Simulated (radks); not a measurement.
Results of a calculation; reference values are marked as such.
All-electron atom: Ne+ in [He] 2p5 3d2 (not the ground configuration).

Code: a radial shooting solver on a logarithmic mesh with Libxc functionals. Model: scalar-relativistic Kohn-Sham, AM05, spin-polarised, spherical densities, finite nucleus; open shells are filled with parallel spins first; Fermi nuclear charge, rms radius 3.0055 fm.

Energy parts (eV):
| part | energy |
|---|---|
| total | -3341.491 |
| kinetic | 3338.969 |
| electron-nucleus | -7733.014 |
| Hartree | 1326.628 |
| exchange-correlation | -274.074 |

Orbitals (lengths in bohr, moments of r in powers of bohr; r(90%) holds 90 % of the orbital's charge):
[
 {"orbital": "1s up", "occ.": "1", "eigenvalue (eV)": "-889.8208", "r(90%)": "0.283", "<r^4>": "0.002975"},
 {"orbital": "1s down", "occ.": "1", "eigenvalue (eV)": "-888.7719", "r(90%)": "0.283", "<r^4>": "0.002955"},
 {"orbital": "2s up", "occ.": "0", "eigenvalue (eV)": "-85.6381", "r(90%)": "1.26", "<r^4>": "1.070"},
 {"orbital": "2s down", "occ.": "0", "eigenvalue (eV)": "-82.8222", "r(90%)": "1.27", "<r^4>": "1.099"},
 {"orbital": "2p up", "occ.": "3", "eigenvalue (eV)": "-62.8959", "r(90%)": "1.28", "<r^4>": "1.155"},
 {"orbital": "2p down", "occ.": "2", "eigenvalue (eV)": "-59.8960", "r(90%)": "1.29", "<r^4>": "1.209"},
 {"orbital": "3p up", "occ.": "0", "eigenvalue (eV)": "-11.3196", "r(90%)": "4.50", "<r^4>": "171.6"},
 {"orbital": "3d up", "occ.": "2", "eigenvalue (eV)": "-6.1145", "r(90%)": "5.67", "<r^4>": "428.6"}
]

The highest occupied level is 3d up at -6.115 eV. The configuration is held as typed, so some empty levels lie below it. Summed over all electrons, <r^2> = 35.10 bohr^2, which gives a Langevin (diamagnetic) susceptibility term of -27.8 x 10^-6 cm^3/mol.
